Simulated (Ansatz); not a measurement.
C₂H₆AlNO (`[NH2][Al]1[CH2]C[O]1`), relaxed with RKS PBE-D4/def2-SVP in Ansatz 0.2.0 from a rough embedded geometry. The force threshold is 0.03 eV/Å; the program also tests the step.

Charge 0, multiplicity 1.

Start:

```xyz
11

N     1.071    0.877   -2.151
Al   -0.179    0.607   -0.822
C    -0.454   -0.903    0.375
C    -0.609    0.163    1.534
O    -0.433    1.351    0.868
H     0.965    0.155   -2.925
H     2.032    0.705   -1.758
H     0.355   -1.546    0.465
H    -1.485   -1.412    0.165
H    -1.546    0.042    2.037
H     0.282   -0.039    2.212
```

Question: How much energy does the relaxation release, and in how many steps? (Best estimate.)

Answer: Computed: 115.20 kJ/mol, in 8 steps.

Question: Which bonds change most? (An estimate is asked.)

Answer: Ansatz gave: Al2–O5 from 1.865 to 1.753 Å; C4–O5 from 1.373 to 1.451 Å; C3–H8 from 1.038 to 1.108 Å.

Question: Give the relaxed structure. (An estimate is asked.)

Answer: The calculation gave: 
```xyz
11

N     1.112    0.748   -2.141
Al    0.331    0.318   -0.605
C    -0.562   -1.062    0.475
C    -0.565    0.107    1.505
O     0.077    1.240    0.864
H     1.203    0.125   -2.946
H     1.544    1.652   -2.347
H     0.039   -1.940    0.787
H    -1.569   -1.411    0.172
H    -1.602    0.385    1.807
H    -0.007   -0.162    2.431
```
